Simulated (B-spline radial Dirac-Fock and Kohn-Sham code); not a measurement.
Z = 76 (osmium), transition energy 43.6 keV. The computed values come from a B-spline atomic structure program: a Dirac-Hartree-Slater potential of the neutral atom with a Latter tail (no hole, which puts coefficients of high multipoles low close above an edge), finite nucleus with surface currents. The K shell is not open to conversion at this energy. Subshells that would emit electrons below 1 keV are left out.

Q: A pure transition shows α(L) = 148, L1/L2 = 0.0142 and L1/L3 = 0.0131. What is its multipolarity?
A. E1
B. M3
C. E2
D. M1
E. E4
F. E3
G. M4
H. M2

A: C. For comparison, α(L), L1/L2, L1/L3 are E1 0.566, 1.54, 1.22; E3 9130, 0.0206, 0.0202; E4 265000, 0.0203, 0.0202; M1 8.69, 9.95, 86.5; M2 454, 12.1, 2.37; M3 25600, 10.4, 0.283; M4 940000, 8.64, 0.0986.
